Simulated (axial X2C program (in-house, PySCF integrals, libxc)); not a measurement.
## Nuclear properties of BePt

Calculated with an axial X2C code built on PySCF integrals: two-component X2C with atomic mean-field Coulomb and Gaunt terms, Gaussian nuclei, basis Pt dyall-cv3z, Be dyall-cv3z with contracted cores.

R = 2.040 Å (near the PBE0 minimum at charge 0 of the determinant lowest at the starting distance; the state shown can have its own minimum elsewhere).

Determinant lowest in the PBE0 search, Ω = 0 (closed shell), highest spinor 99% Pt d:

```tsv
level	qzz Pt (a.u.)	qzz Be (a.u.)	μ (D)
PBE0	2.73	-0.03	1.04
HF	1.04	-0.02	0.17
TPSSh	2.97	-0.03	0.98
BP86	3.38	-0.03	1.32
PBE	3.36	-0.04	1.18
```

Determinant 0.15 eV from it at PBE0 and this distance, Ω = 3 (⟨Sz⟩ = 1.00, ⟨Lz⟩ = 2.00 at PBE0), spin on the atoms Pt 0.63, Be 0.37:

| level | Eeff magnitude (GV/cm) | Ws magnitude Pt (kHz) | A∥/gI Pt (MHz) | qzz Pt (a.u.) | A∥/gI Be (MHz) | qzz Be (a.u.) | μ (D) |
| --- | --- | --- | --- | --- | --- | --- | --- |
| PBE0 | 36.2 | 13.3 | 1590 | -5.41 | 46 | -0.11 | -0.43 |
| HF | 62.3 | 23.3 | 1710 | -6.40 | 37 | -0.12 | -1.14 |
| TPSSh | 34.1 | 12.5 | 1620 | -5.35 | 46.4 | -0.11 | -0.52 |
| BP86 | 31.3 | 11.5 | 1470 | -5.07 | 50.1 | -0.11 | -0.08 |
| PBE | 31 | 11.4 | 1480 | -5.07 | 49.1 | -0.11 | -0.19 |

Eeff is the effective electric field on the electron electric dipole moment in this Ω state and Ws the scalar–pseudoscalar constant of the nucleus named (defined with the proton number Z and per Ω); A∥ (defined per Ω) follows by multiplying with gI = μI/(I μN); qzz is the electric field gradient, eQq0 = 234.96 MHz × Q/barn × qzz; μ is positive if the Be end (last atom) is positive. The operators were transformed with the bare-nucleus X2C matrices; with these basis sets, hyperfine constants and field gradients can be off by tens of per cent, and where levels differ in sign neither size nor sign is settled.

Each state is one determinant with collinear spin, which with several unpaired electrons need not be a pure state. Unrestricted Hartree–Fock can overshoot spin polarisation at the nuclei. With several open shells hyperfine constants can be off by a factor of several. Where Eeff spreads by more than a factor of two the levels disagree and none is to be relied on. Open-shell Ω = 0 determinants with evenly filled partner blocks cannot be reached by this program, so the Ω shown need not be the lowest component. At HF a later determinant lies lower. States lie within half an eV, so the first need not be the ground state. Further determinants of the search, some of them spin-mixed, are not shown. Where a field gradient or hyperfine factor spreads by more than a factor of two over the levels, a constant derived from it is not to be relied on. PBE0 term energies can be off by some tenths of an eV.
